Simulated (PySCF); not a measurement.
Cl₂O₂W, triplet, at a GFN2-xTB geometry (such geometries of metal compounds can be far from the true shape) (the multiplicity is a formal guess) (core potentials on W). Base run: DF-HF/def2-SVP (PySCF).

The PySCF input:
```python
from pyscf import gto, scf

mol = gto.Mole()
mol.atom = '''
    W     0.374338   -0.074154    0.122705
    O     1.492717   -0.628278   -1.013929
    O     0.748204    0.184364    1.748483
    Cl   -0.979501    1.605419   -0.736271
    Cl   -1.704522   -1.073729   -0.143527
'''
mol.basis = 'def2-svp'
mol.ecp = {'W': 'def2-svp'}
mol.charge = 0
mol.spin = 2
mol.verbose = 4
mol.build()

mf = scf.UHF(mol)
mf = mf.density_fit(auxbasis='def2-universal-jkfit')
mf.kernel()
mf.analyze()
```

Each row names what was changed in the base input (with any setting that the change needs).

```csv
change,E (Eh),HOMO (eV),dipole (D),<S^2>,core-seconds (rough),outcome
base,-1134.72027,-10.62,3.74,2.042,1,converged
functional = pw6b95,-1138.48184,-6.81,2.99,2.004,20,converged
functional = hse06,-1137.18195,-6.35,2.96,2.005,10,converged
functional = b97m_v,-,-,-,-,-,cut at the time limit
functional = wb97m_v,-1137.42065,-8.97,3.23,2.005,200,converged
functional = b97-1,-1137.45611,-6.38,2.88,2.004,9,converged
functional = tpss,-,-,-,-,-,not converged
functional = o3lyp,-1137.62675,-5.89,2.57,2.003,10,converged
functional = b3lyp5,-1137.41125,-6.32,2.94,2.004,9,converged
functional = m06l,-,-,-,-,-,not converged
functional = b3lyp,-1137.65352,-6.41,2.94,2.003,9,converged
functional = m06,-1137.48430,-6.57,3.08,2.003,20,converged
functional = mn15,-1137.10714,-7.41,3.11,2.004,10,converged
```

Absolute energies of different levels of theory aren't comparable as measures of quality.

Open shells are given as the SCF converged; they aren't shown to be the lowest states, and a large step between rows can be another state.
